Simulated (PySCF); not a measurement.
Dipole response of Te⁺ (tellurium, charge +1)

[Kr] 4d10 5s2 5p3, high-spin 4S determinant. Calculation: PySCF 2.14, in aug-cc-pVQZ-PP with one added diffuse shell each of s, p, d, f, g type with ECP28MDF (8s8p6d4f3g, 117 functions); scalar relativity through the core potential. Coupled (time-dependent) response in atomic units; α is the mean over directions.

| method | mean α (bohr³) | C₆ (like pair) | S(−4) |
| --- | --- | --- | --- |
| UHF | 22.36 | 187.4 | 104.5 |
| PBE | 22.56 | 188.5 | 110.9 |
| PBE0 | 22.22 | 185.4 | 104.9 |
| M06-2X | 20.88 | 166.8 | 95.23 |

S(−4) is the Cauchy moment in α(ω) = α(0) + S(−4) ω² + …

α(iu) at UHF:

```csv
u (hartree),α(iu) (bohr³)
0,22.36
0.0500,22.10
0.100,21.37
0.200,18.91
0.300,15.96
0.500,10.89
0.750,6.984
1.00,4.828
1.50,2.767
2.00,1.845
3.00,1.028
5.00,0.4640
```

For an ion, C₆ is the dispersion term alone; charge-induced terms of lower order in 1/R come first.

Energies and moments cover only the electrons outside the core potential.
